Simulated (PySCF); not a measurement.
## Computed properties of C4H4, SMILES C1=CC=C1

C₄H₄, SMILES C1=CC=C1. The structure is a stationary point at PBE0-D3(BJ)/def2-SVP. The values are those of a single conformer. All values are computed for the isolated molecule unless a solvent is named; none is compared with measurement here.

**Structure.** The optimised structure has D2h symmetry. All 18 harmonic modes at PBE0-D3(BJ)/def2-SVP (PySCF) are real, so it is a minimum. With heavy atoms numbered as in [CH:1]1=[CH:3][CH:4]=[CH:2]1, the shortest bond between them is C1–C3 at 1.336 Å and the longest C3–C4 at 1.568 Å.

**Vibrations.** The strongest infrared lines (harmonic, unscaled, degenerate partners summed) lie at 601 cm⁻¹ (126 km/mol, H 92 %), 1261 cm⁻¹ (40 km/mol, H 62 %, C 38 %), 3265 cm⁻¹ (10 km/mol, H 89 %, C 11 %). The softest mode is at 539 cm⁻¹ and the zero-point energy is 38.8 kcal/mol.

**Electronic structure.** PBE0/def2-TZVPD (PySCF) places the frontier levels at -5.57 and -1.70 eV, a gap of 3.87 eV, and gives a dipole moment of 0.00 D and a mean polarisability of 44.6 bohr³. PBE/def2-TZVPD (PySCF) at the same geometry gives -4.58 and -2.73 eV, so its gap is 2.02 eV narrower. An orbital gap is neither the optical nor the fundamental gap.

**Excitations.** TDDFT-ωB97X/def2-SVPD (PySCF) has S1 at 2.71 eV (458 nm, f = 0.000, dark); the most intense of the 10 singlets computed lies at 6.34 eV (f = 0.02). T1 (TDA) is at 1.24 eV. TDDFT-PBE/def2-SVPD (PySCF) puts S1 at 2.52 eV.

**NMR.** GIAO shifts at B3LYP/pcSseg-1 (PySCF) (non-relativistic, atoms alike by connectivity averaged): ¹³C at 149.9 ppm against TMS; ¹H at 5.9 ppm against TMS.

**Solvation.** SMD-ωB97X/def2-SVP (PySCF) gives -0.4 kcal/mol in water, -3.2 kcal/mol in N,N-dimethylformamide, -2.7 kcal/mol in 1-octanol (1 M in both phases, gas-phase geometry); of these solvents N,N-dimethylformamide holds the molecule best.
